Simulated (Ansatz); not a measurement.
GeH2Me(OMe) (C₂H₈GeO), relaxed as a singlet with RKS PBE-D4/def2-SVP in Ansatz, starting from the GFN2-xTB geometry. Force threshold 0.02 eV/Å.

Start:

```csv
atom,x (Å),y (Å),z (Å)
C1,-0.751,-1.986,0.401
C2,0.705,1.769,-1.058
Ge3,-0.111,-0.184,0.817
O4,0.213,0.478,-0.788
H5,1.170,-0.124,1.627
H6,-1.111,0.718,1.512
H7,-0.945,-2.559,1.303
H8,-0.008,-2.511,-0.193
H9,-1.670,-1.929,-0.178
H10,0.037,2.544,-0.674
H11,0.773,1.866,-2.143
H12,1.697,1.919,-0.625
```

```tsv
step	energy (eV)	largest force component (eV/Å)	SCF passes
1	-60745.6568	0.966	17
2	-60745.7700	0.392	19
3	-60745.7857	0.177	20
4	-60745.7889	0.248	19
5	-60745.7908	0.117	20
6	-60745.7912	0.008	21
```

Force components are those of the run's own axes.

End:

```xyz
12

C    -0.7614   -2.0049    0.4350
C     0.7011    1.7783   -1.0455
Ge   -0.1011   -0.1940    0.7338
O     0.2082    0.4627   -0.9223
H     1.2382   -0.1664    1.5356
H    -1.1496    0.7210    1.4414
H    -0.9665   -2.5057    1.4014
H    -0.0055   -2.5922   -0.1206
H    -1.6955   -1.9716   -0.1577
H     0.0091    2.5462   -0.6194
H     0.8266    2.0070   -2.1256
H     1.6964    1.9197   -0.5560
```

By distances, no bond broke or formed. The bond that changes most is Ge3–H6, from 1.52 to 1.56 Å (atoms count from 1).

No frequencies were taken in this run, so the end may be a saddle point.

Hardware: 2 threads of Arm Neoverse V1 on a shared host. Wall time 11 s.
